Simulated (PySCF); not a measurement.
**Relaxation of triplet WO(OH)2**

Level of theory: UPBE0/[W def2-TZVP with ECP60, O def2-TZVP, H def2-TZVP], scalar-relativistic core potentials, density fitting, no spin–orbit coupling, PySCF. A (50,194) grid was used.

A start displaced from a saddle point along its imaginary mode, with no symmetry imposed:

```xyz
6
charge 0 multiplicity 3, angstrom
W     0.0399    0.0061   -0.0006
O     1.7297   -0.0886    0.0001
O    -1.0305    1.5858    0.0042
O    -0.9834   -1.6209    0.0109
H    -0.8305    2.5212   -0.0095
H    -1.9398   -1.6734   -0.1200
```

Optimiser trace:
| step | E − E(last) (kJ/mol) | largest gradient (Eh/bohr) |
| --- | --- | --- |
| 0 | 17.10 | 0.00886 |
| 1 | 15.64 | 0.01073 |
| 2 | 14.78 | 0.02060 |
| 3 | 11.75 | 0.01173 |
| 4 | 9.07 | 0.00969 |
| 5 | 7.91 | 0.01045 |
| 6 | 6.82 | 0.01171 |
| 7 | 5.20 | 0.00784 |
| 8 | 3.28 | 0.01237 |
| 9 | 2.30 | 0.00835 |
| 10 | 1.62 | 0.00955 |
| 11 | 1.24 | 0.00623 |
| 12 | 0.86 | 0.00325 |
| 13 | 0.56 | 0.00438 |
| 14 | 0.35 | 0.00340 |
| 15 | 0.16 | 0.00507 |
| 16 | 0.07 | 0.00184 |
| 17 | 0.05 | 0.00083 |
| 18 | 0.02 | 0.00096 |
| 19 | 0.00 | 0.00069 |
| 20 | 0.00 | 0.00035 |
| 21 | 0.00 | 0.00031 |
| 22 | 0.00 | 0.00024 |

It ends at C1 with O–H 0.957 Å, O–H 0.961 Å, W–O 1.696 Å, W–O 1.906 Å, W–O 1.914 Å; H–O–W 124.0°, H–O–W 132.5°, O–W–O 113.9°, O–W–O 118.5°, O–W–O 127.6° (after a last refinement on a finer grid). A frequency run shows a minimum. Other isomers or separated fragments may lie lower.

With open d or f shells other occupations or spin states may lie lower. At this level a singlet minimum of Cs symmetry lies 28 kJ/mol below this structure. No spin–orbit coupling is included, which matters more the heavier the element.

The relaxation took 110 s on 4 threads of a shared Arm Neoverse V1 host, with 145 basis functions and 25 gradients; the process peaked at 2 GiB.
